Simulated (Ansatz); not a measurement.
## What each rung costs, and what it gives

Saddle point of GaSiH4ClO, closed shell (GaSiH₂ClO ([Cl][Ga]1[O][SiH2]1) + H₂ → SiH₄O ([OH][SiH3]) + GaCl; bonds formed: Si2–H8, O3–H4; bonds broken: Ga1–Si2, Ga1–O3, H4–H8), PBE0-D4/def2-TZVP structure:

```json
{"atom": "Ga1", "x (Å)": "-1.1845", "y (Å)": "0.6562", "z (Å)": "-1.3075"}
{"atom": "Si2", "x (Å)": "0.8399", "y (Å)": "-0.0514", "z (Å)": "-0.0187"}
{"atom": "O3", "x (Å)": "-0.7181", "y (Å)": "-0.1850", "z (Å)": "0.5256"}
{"atom": "H4", "x (Å)": "0.1247", "y (Å)": "-0.6492", "z (Å)": "1.4480"}
{"atom": "Cl5", "x (Å)": "-3.3172", "y (Å)": "0.9204", "z (Å)": "-1.5427"}
{"atom": "H6", "x (Å)": "1.4941", "y (Å)": "-1.1048", "z (Å)": "-0.8179"}
{"atom": "H7", "x (Å)": "1.6460", "y (Å)": "1.1680", "z (Å)": "0.1800"}
{"atom": "H8", "x (Å)": "1.1150", "y (Å)": "-0.7543", "z (Å)": "1.5332"}
```

Barriers are electronic and count from the start structure reached by relaxing down the imaginary mode.

Ansatz 0.2.0; basis: as named in each row; cores frozen in the correlated methods. Filled d shells of the heavier atoms are correlated. The def2 sets are not built for correlating such inner shells, so the correlated values are less sure here. B3LYP uses VWN-RPA correlation. Extrapolation: Hartree–Fock as exp(−7.88 √X), correlation as X^−2.97.

Times are rough, for one single point on 4 threads of a shared host (Intel Xeon 6975P-C).

The estimate by CCSD(T) at an estimated basis limit (MP2 extrapolated from triple and quadruple zeta, plus CCSD(T) − MP2 in triple zeta) is 0.888 eV.

```tsv
method	basis	time (s)	barrier (eV)	method less estimate
HF	STO-3G	under 1	3.151	2.263
SPW92	def2-SVP	under 1	0.164	-0.724
PBE-D4	def2-SVP	under 1	0.443	-0.445
B3LYP-D4	6-31G	under 1	0.954	0.066
SPW92	def2-TZVPP	under 1	0.264	-0.624
PBE0-D4	def2-SVP	under 1	0.579	-0.309
PBE-D4	def2-TZVPP	under 1	0.551	-0.336
BLYP-D4	def2-TZVPP	under 1	0.704	-0.184
PBE-D4	STO-3G	1	2.556	1.668
B3LYP-D4	def2-TZVPP	1	0.778	-0.110
BHLYP-D4	def2-TZVPP	1	0.931	0.043
PBE0-D4	def2-TZVPP	2	0.673	-0.215
CAM-B3LYP-D4	def2-TZVPP	2	0.812	-0.075
r2SCAN-D4	def2-TZVPP	2	0.707	-0.181
RPA on PBE	def2-TZVPP	2	0.948	0.060
CCSD(T)	def2-SVP	2	0.917	0.030
wB97M-V	def2-SVP	2	0.664	-0.224
r2SCAN0-D4	def2-TZVPP	2	0.772	-0.116
B2PLYP	def2-TZVPP	2	0.852	-0.036
PBE-QIDH	def2-TZVPP	2	0.821	-0.067
wB97X-V	def2-TZVPP	3	0.878	-0.009
B97M-V	def2-TZVPP	4	0.806	-0.082
wB97M-V	def2-TZVPP	4	0.805	-0.083
MP2	def2-QZVPP	10	0.878	-0.010
CCSD(T)	def2-TZVPP	23	0.926	0.038
```

All methods are single points on the PBE0-D4 structures.

No T1 diagnostic of these runs exceeds 0.016.

Labels in which every atom is bracketed show which atoms are joined, not bond orders.
